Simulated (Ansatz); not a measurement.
A run for Ansatz (a program for electronic structure): U-BHLYP/def2-TZVPP on BF (SMILES [B]F), 2S+1 = 1, a spin state set in the input, which need not be the lowest.

Ansatz 0.2 input:
```yaml
crystal:
  periodic: [false, false, false]
  atoms:
    - {symbol: B, position_ang: [-0.00000000, -0.00000000, -0.81316192]}
    - {symbol: F, position_ang: [0.00000000, 0.00000000, 0.45175662]}
basis:
  gaussian:
    orbitals: def2-TZVPP
hamiltonian:
  xc: {name: BHLYP}
magnetization: {spin_polarized: true, initial_magnetization: 0}
```

Output:

```
Functional definition: BHLYP
[...]
integrals: 0.01 GiB planned
384 factors; their error is unknown
mean field: 0.13 GiB planned
mean field evaluation 1: about -3391.5456 eV, gradient 1.8e1 eV
mean field evaluation 2: about -3391.1371 eV, gradient 2.3e1 eV
mean field evaluation 4: about -3392.4462 eV, gradient 1.7e-1 eV
mean field evaluation 8: about -3392.4756 eV, gradient 2.0e-3 eV
mean field -3392.47556513 eV, -124.6711775160 hartree, gradient 2.7e-5 eV, S^2 0.000000; 0 other end points of the search recorded, 0 dependent functions left out
reference -3392.47567478 eV, -124.6711815454 hartree; 7, 7 occupied and 55, 55 virtual orbitals, 384 factors
Total energy: -3392.47567478 eV, -124.6711815454 hartree
```

Self-consistency was reached.

Cost: very roughly 0.7 core-seconds.
